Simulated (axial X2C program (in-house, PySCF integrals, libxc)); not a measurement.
**Ge₂⁺: cheaper levels and CCSD(T), 2c**

Calculated with an axial X2C code built on PySCF integrals. Two-component (2c) means X2C with spin–orbit coupling and atomic mean-field two-electron Coulomb and Gaunt terms. Basis: Ge dyall-cv3z [9s9p7d4f1g] (cores contracted in-house); Gaussian nuclei, density fitting, unrestricted open shells. Masses: Ge 73.921 u.

State: Ω = 3/2 (⟨Sz⟩ = 1.50, ⟨Lz⟩ = 0.00 at HF); fragments Ge+ + Ge.

```
level  Re (Å)  ωe (cm⁻¹)
 PBE0   2.406      257.8
   HF   2.397      276.9
  MP2   2.401      271.2
 CCSD   2.415      262.8
  PBE   2.445      236.9
```

Correlated methods: 7 electrons correlated (number of frozen shells: Ge 3 s, 2 p, 1 d), 273 virtual spin orbitals or spinors in MP2, 90 natural virtuals in coupled cluster.

CCSD(T), same Hamiltonian and basis:

Re = 2.424 Å, ωe = 256.3 cm⁻¹; T1 = 0.019 (Lee–Taylor normalisation).

Give the differences from CCSD(T) in the columns below.



```json
{"level": "PBE0", "ΔRe (Å)": "-0.018", "Δωe (cm⁻¹)": "1.5"}
{"level": "HF", "ΔRe (Å)": "-0.027", "Δωe (cm⁻¹)": "20.6"}
{"level": "MP2", "ΔRe (Å)": "-0.023", "Δωe (cm⁻¹)": "14.9"}
{"level": "CCSD", "ΔRe (Å)": "-0.009", "Δωe (cm⁻¹)": "6.5"}
{"level": "PBE", "ΔRe (Å)": "0.021", "Δωe (cm⁻¹)": "-19.4"}
```

Occupations by symmetry block were frozen at the best pattern of an incomplete PBE0 search. De is not given where an atomic determinant may have missed its ground term or J level, or where the truncated virtual space spoils (T). Density functionals use the spin component along the axis (collinear). CCSD and (T) use frozen natural virtuals with an MP2 correction for the truncation; (T) itself is uncorrected, so its De runs slightly low. Other states lie close and PBE0, whose exact exchange favours high spin, may order them wrongly; the determinant shown need not be the ground state. The nearest other 2c determinant of the search, Ω = 1/2, lies 0.43 eV up at the distance of the search. Without a current term, density functionals place determinants with orbital angular momentum somewhat too high. With several unpaired electrons one determinant need not be a pure state. This is the top spin component of a Σ state; components of lower Ω are not single determinants and can lie lower. With the outer-core shells frozen, correlated bond lengths of heavy atoms tend to come out a few hundredths of an ångström too long.
